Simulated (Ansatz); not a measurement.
Energy profile

The step: Si₂H₆SO ([SiH3][O][SiH2][SH]) + H₂ → Si₂H₆O ([SiH3][O][SiH3]) + H₂S; bonds formed: Si1–H8, S2–H7; bonds broken: Si1–S2, H7–H8 (atoms numbered as in the saddle structure below).

Si1  (0.274, 0.861, 0.918)
S2  (0.559, -1.688, 0.813)
O3  (-0.248, 0.879, -0.632)
Si4  (-1.092, -0.106, -1.653)
H5  (0.946, 2.187, 0.920)
H6  (-0.788, 0.708, 1.931)
H7  (1.290, -0.494, 1.694)
H8  (1.510, 0.439, 1.990)
H9  (1.582, -1.660, -0.058)
H10  (-0.191, -1.123, -2.250)
H11  (-2.216, -0.773, -0.950)
H12  (-1.625, 0.769, -2.724)
(Å)

Electronic energies by CCSD(T) at an estimated basis limit (MP2 extrapolated from triple and quadruple zeta, plus CCSD(T) − MP2 in triple zeta), on PBE0-D4/def2-TZVP structures; Si2H8SO, singlet; no counterpoise correction. Ansatz 0.2.0; basis: def2-TZVPP and def2-QZVPP; cores frozen in the correlated methods. Extrapolation: Hartree–Fock as exp(−7.88 √X), correlation as X^−2.97.

(1) Give the profile in kJ/mol, counted from the separated reactants. (To be estimated.)

No T1 diagnostic of these runs exceeds 0.014.

## Answers

(1) The calculation gives:
```csv
point,kJ/mol
"separated: Si2H6SO (linked as [SiH3][O][SiH2][SH]; Si1, S2, O3, Si4, H5, H6, H9, H10, H11, H12; singlet) + H2 (H7, H8; singlet)",0.0
start structure,-2.3
saddle,237.2
end structure,40.2
"separated: Si2H6O (linked as [SiH3][O][SiH3]; Si1, O3, Si4, H5, H6, H8, H10, H11, H12; singlet) + H2S (S2, H7, H9; singlet)",51.1
```

For scale, one of the runs: CCSD(T)/def2-TZVPP, 269 basis functions, launched by `ansatz run in.yaml --threads 4 --pin off --events-out ev --progress --plain --max-ram 9574MiB`. The run took 3.5 min on 4 CPU threads of an Intel Xeon (shared host), with 6.3 GiB of host memory at its peak.
